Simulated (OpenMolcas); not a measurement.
## Co+: effect of the basis set

- Program: OpenMolcas
- Method: CASSCF
- Active space: 8 electrons in 6 orbitals (3d 4s)
- State averaging: 2S+1 = 3 even, 55 roots; 2S+1 = 5 even, 10 roots kept (CI in the orbitals of an earlier block); 2S+1 = 1 even, 33 roots kept (CI in the orbitals of an earlier block)
- Spin-orbit coupling: RASSI with atomic mean-field integrals over the reference wave functions, term energies averaged over their components

A. ANO-RCC-VDZP [5s4p2d1f], DKH2, point nucleus; cost roughly 40 core-seconds
B. ANO-L-VTZP [6s5p3d2f1g], non-relativistic, point nucleus; cost about 40 core-seconds
C. ANO-RCC-VTZP [6s5p3d2f1g], DKH2, point nucleus; cost of the order of 30 core-seconds
D. ANO-R2 [7s5p4d2f1g], X2C, finite nucleus; cost of the order of 60 core-seconds
E. ANO-RCC-VQZP [7s6p4d3f2g1h], DKH2, point nucleus; cost about 50 core-seconds
F. ANO-R3 [8s5p5d3f2g1h], X2C, finite nucleus; cost about 40 core-seconds

Energies in cm-1 above 3d8 3F4, the measured ground level; measured values from NIST Handbook of Basic Atomic Spectroscopic Data.

| Level | A | B | C | D | E | F | Measured |
| --- | --- | --- | --- | --- | --- | --- | --- |
| 3d7 4s 5F5 | -22177 | -22758 | -22784 | -26020 | -25795 | -25985 | 3350 |
| 3d7 4s 5F4 | -21512 | -22097 | -22121 | -25367 | -25147 | -25332 | 4029 |
| 3d7 4s 5F3 | -20987 | -21574 | -21598 | -24851 | -24634 | -24817 | 4561 |
| 3d7 4s 5F2 | -20599 | -21188 | -21212 | -24471 | -24256 | -24437 | 4950 |
| 3d7 4s 5F1 | -20343 | -20934 | -20958 | -24220 | -24007 | -24186 | 5205 |
| 3d7 4s 3F4(1) | -14291 | -14585 | -14070 | -17544 | -17456 | -17512 |  |
| 3d7 4s 3F3(1) | -13394 | -13693 | -13177 | -16664 | -16582 | -16632 |  |
| 3d7 4s 3F2(1) | -12765 | -13066 | -12549 | -16044 | -15967 | -16013 |  |
| 3d7 4s 5P3 | -3689 | -3982 | -4310 | -7323 | -7101 | -7289 |  |
| 3d7 4s 5P2 | -3408 | -3699 | -4028 | -7042 | -6822 | -7008 |  |
| 3d7 4s 5P1 | -3088 | -3382 | -3711 | -6731 | -6513 | -6697 |  |
| 3d7 4s 3G5 | -1853 | -2036 | -2268 | -5302 | -5102 | -5269 |  |
| 3d7 4s 3G4 | -1473 | -1657 | -1886 | -4927 | -4729 | -4894 |  |
| 3d7 4s 3G3 | -1077 | -1265 | -1496 | -4543 | -4348 | -4510 |  |
| 3d8 3F4 | 0.0 | 0.0 | 0.0 | 0.0 | 0.0 | 0.0 | 0.0 |
| 3d8 3F3 | 1051 | 1047 | 1046 | 1031 | 1024 | 1030 | 950 |
| 3d8 3F2 | 1791 | 1784 | 1782 | 1758 | 1747 | 1757 | 1597 |
| 3d7 4s 1G4 | 2284 | 2250 | 2249 | -890 | -753 | -858 |  |
| 3d7 4s 3P2(1) [57 %] | 3693 | 3670 | 3440 | 443 | 618 | 476 |  |
| 3d7 4s 3H6 | 4240 | 4152 | 3820 | 860 | 1060 | 893 |  |
| 3d7 4s 3P2(2) [53 %] | 4417 | 4392 | 4438 | 1250 | 1371 | 1282 |  |
| 3d7 4s 3H5 | 4587 | 4498 | 4169 | 1203 | 1399 | 1235 |  |
| 3d7 4s 3H4 | 5011 | 4921 | 4611 | 1626 | 1816 | 1659 |  |
| 3d7 4s 3D3 | 6266 | 6222 | 5843 | 2920 | 3124 | 2953 |  |

A puts 3d7 4s 5F5 lowest. B puts 3d7 4s 5F5 lowest. C puts 3d7 4s 5F5 lowest. D puts 3d7 4s 5F5 lowest. E puts 3d7 4s 5F5 lowest. F puts 3d7 4s 5F5 lowest.

Deviations, from unrounded energies. A percentage is the sum of absolute deviations over the sum of measured energies, with the sign that they share, or ± where signs differ.

```json
{"Against measurement": "mean absolute deviation (cm-1)", "Levels": "7", "A": "18000", "B": "19000", "C": "19000", "D": "21000", "E": "21000", "F": "21000"}
{"Against measurement": "fine structure of the ground term (%)", "Levels": "2", "A": "+11.6", "B": "+11.1", "C": "+11.0", "D": "+9.5", "E": "+8.8", "F": "+9.4"}
{"Against measurement": "other configurations (%)", "Levels": "5", "A": "-578.0", "B": "-591.3", "C": "-591.8", "D": "-665.4", "E": "-660.5", "F": "-664.6"}
```

A, B, C lie about equally close to measurement and D furthest from it. The largest miss of A in the table is 3d7 4s 5F2, by -26000 cm-1. The ranking rests on the paired levels alone, and a cruder setting can come out closer through cancelling errors.

Among A to F the level of the table that moves most is 3d7 4s 5F1, by 3900 cm-1 (lowest in D, highest in A).

Without dynamic correlation excited terms often stand tens of per cent too high (terms of higher spin than the ground term too low), and those without a measured partner can miss by more than the paired ones. Terms from blocks run as CI alone lack orbitals of their own. The lowest computed level is not the ground level that NIST lists (3F4). A single d shell beside an s shell can misplace configurations of different d count against each other. Measured partners are found by configuration, term and J. A level has none where our copy of the source lacks it or the pairing is in doubt (some pairs that miss far off the trend of their configuration count as doubtful), and it then counts in no deviation. Levels of configurations outside the active space are missing. Levels that lie high or do not pair safely by name in every column are left out.

A share in square brackets marks a mixed level and gives the weight of the term that names it, the lowest over the columns. A number in round brackets counts repeated terms of one configuration in the order of the reference energies.
